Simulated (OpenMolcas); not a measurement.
# Mo3+ in K2NaGaF6

Mo3+ with its 6 nearest fluoride ions at 1.978 Å, on the Ga site of K2NaGaF6 (a = 8.246 Å, distance in the model lattice 1.938 Å). The rest of the host is ab initio model potentials to 7.6 Å, with orthogonalisation functions on the cations behind the ligands, and point charges beyond; the distance is set by hand and nothing relaxes. Ligand basis ANO-RCC-VDZP.

```yaml
Program: OpenMolcas 26.06
Method: "SS-CASPT2, IPEA 0.25 Eh, imaginary shift 0.1 Eh (closed shells correlated: 4s 4p and the ligand valence shells)"
Basis: ANO-RCC-VDZP [6s5p3d1f]
Scalar_Hamiltonian: DKH2, point nucleus
Active_space: 3 electrons in 5 orbitals (4d)
State_averaging: 2S+1 = 4 even, 10 roots; 2S+1 = 2 even, 40 roots
Spin-orbit_coupling: RASSI with atomic mean-field integrals over the reference wave functions
```

The lowest spin-free states (labels of O, the rotations of Oh), above the lowest:

```
State  Degeneracy  E (cm-1)
  4A2           1         0
   2E           2     11650
  2T1           3     11860
  2T2           3     18670
  4T2           3     31770
  4T1           3     38090
  2A1           1     40120
  2T2           3     42550
  2T1           3     42830
   2E           2     43730
  2T1           3     47130
  2T2           3     50360
  2A2           1     51340
   2E           2     60460
  4T1           3     65490
  2T1           3     74370
  2T2           3     76130
  2T1           3     79310
  2T2           3     91310
   2E           2    111110
```

The lowest levels with spin-orbit coupling:

```json
{"E (cm-1)": "0", "Degeneracy": "4", "Label": "Γ8", "2S+1": "4", "g": ""}
{"E (cm-1)": "11610", "Degeneracy": "4", "Label": "Γ8", "2S+1": "2", "g": ""}
{"E (cm-1)": "11780", "Degeneracy": "4", "Label": "Γ8", "2S+1": "2", "g": ""}
{"E (cm-1)": "11970", "Degeneracy": "2", "Label": "Γ6", "2S+1": "2", "g": "0.54 0.54 0.54"}
{"E (cm-1)": "18710", "Degeneracy": "4", "Label": "Γ8", "2S+1": "2", "g": ""}
{"E (cm-1)": "18930", "Degeneracy": "2", "Label": "Γ7", "2S+1": "2", "g": "1.97 1.97 1.97"}
{"E (cm-1)": "31520", "Degeneracy": "2", "Label": "Γ7", "2S+1": "4", "g": "2.90 2.90 2.90"}
{"E (cm-1)": "31700", "Degeneracy": "4", "Label": "Γ8", "2S+1": "4", "g": ""}
{"E (cm-1)": "31970", "Degeneracy": "4", "Label": "Γ8", "2S+1": "4", "g": ""}
{"E (cm-1)": "32020", "Degeneracy": "2", "Label": "Γ6", "2S+1": "4", "g": "2.42 2.42 2.42"}
{"E (cm-1)": "37950", "Degeneracy": "2", "Label": "Γ6", "2S+1": "4", "g": "3.17 3.17 3.17"}
{"E (cm-1)": "38160", "Degeneracy": "4", "Label": "Γ8", "2S+1": "4", "g": ""}
{"E (cm-1)": "38220", "Degeneracy": "2", "Label": "Γ7", "2S+1": "4", "g": "2.00 2.00 2.00"}
{"E (cm-1)": "38250", "Degeneracy": "4", "Label": "Γ8", "2S+1": "4", "g": ""}
{"E (cm-1)": "40310", "Degeneracy": "2", "Label": "Γ6", "2S+1": "2", "g": "2.33 2.33 2.33"}
{"E (cm-1)": "42510", "Degeneracy": "2", "Label": "Γ7", "2S+1": "2", "g": "0.05 0.05 0.05"}
{"E (cm-1)": "42540", "Degeneracy": "2", "Label": "Γ6", "2S+1": "2", "g": "0.97 0.97 0.97"}
{"E (cm-1)": "42550", "Degeneracy": "4", "Label": "Γ8", "2S+1": "2", "g": ""}
{"E (cm-1)": "43090", "Degeneracy": "4", "Label": "Γ8", "2S+1": "2", "g": ""}
{"E (cm-1)": "43920", "Degeneracy": "4", "Label": "Γ8", "2S+1": "2", "g": ""}
```

Powder χT (cm3 K/mol): 1.78 at 2 K, 1.78 at 10 K, 1.78 at 50 K, 1.78 at 100 K, 1.79 at 200 K, 1.79 at 300 K. The effective moment at 300 K is 2.828 √(χT) = 3.78 μB.

The lowest level has 2S+1 = 4, for which the spin-only value is χT = S(S+1) / 2 = 1.875 cm3 K/mol (g = 2). The computed 1.791 at 300 K differs by -0.084, through orbital momentum, spin-orbit coupling and any other state in reach.

A least-squares ligand-field fit to the states below 45000 cm-1, each weighted by its degeneracy and with a free common offset, gives 10Dq = 31205 cm-1, B = 589 cm-1 and C = 2203 cm-1 (C/B = 3.74), with an rms deviation of 185 cm-1.

The same method and metal basis give the free ion B = 685 cm-1 (fit to its terms below 60000 cm-1, rms deviation 401 cm-1), so the nephelauxetic ratio is β = 589 / 685 = 0.86; it hangs on how both fits weigh the states, and computed free-ion B values tend to be too large, so β mixes covalency with correlation.

Roots that are degenerate in the reference are averaged as groups; the widest CASPT2 spread within a group is 440 cm-1 (the 3-fold group of multiplicity 2 near 91300 cm-1 above the lowest state of its run). Shifts and gaps below about the spread of the groups concerned are not significant. Over all roots computed the reference weight is 0.73; a low but even weight reflects the number of correlated electrons. The least metal-like active orbital is 82 % on the metal (Löwdin) and no ligand orbital is active, so the numbers are rough. Ligand-to-metal charge-transfer states are missing. With no ligand orbital active B as a rule stays too high, so bands that hang on it stand too high and its fall with covalency is understated. With one d shell and no ligand orbital active, 10Dq can be off by a tenth or more. No measured value stands beside these numbers; the geometry was set by hand and not optimised.
